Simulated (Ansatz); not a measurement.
Job for Ansatz (a first-principles code): R-SVWN5/def2-TZVPP on H3NOSi (SMILES N[Si]O), a point of a torsion scan.

Ansatz 0.2 input:
```yaml
crystal:
  periodic: [false, false, false]
  atoms:
    - {symbol: N, position_ang: [-1.02768156, -0.04829326, 0.17769365]}
    - {symbol: Si, position_ang: [0.39037561, -0.93045721, 0.57547955]}
    - {symbol: O, position_ang: [1.54582860, -0.13264594, -0.26613427]}
    - {symbol: H, position_ang: [-1.93949573, -0.28919742, 0.52492563]}
    - {symbol: H, position_ang: [-1.05423687, 0.77275003, -0.41518222]}
    - {symbol: H, position_ang: [1.78233562, 0.78773971, -0.17677012]}
basis:
  gaussian:
    orbitals: def2-TZVPP
hamiltonian:
  xc: {name: SVWN5}
scf: {lower_state_search: off}
```

The head of its log:

```
WARN ansatz: RAYON_NUM_THREADS=1 ignored (pool sized by the plan → 1); use --threads N
Functional definition: SVWN5
these checks for a lower state are left out or cut short: stability, starts, cluster_reference, orbital_swaps, neighbouring_geometries, increment
integrals: 0.05 GiB planned
771 factors; their error is unknown
mean field: 0.40 GiB planned
mean field evaluation 1: about -11392.6994 eV, gradient 9.5e1 eV
mean field evaluation 2: about -11325.0386 eV, gradient 1.8e2 eV
```

### Question
Predict the final total energy.

### Answer
-419.2476 hartree.
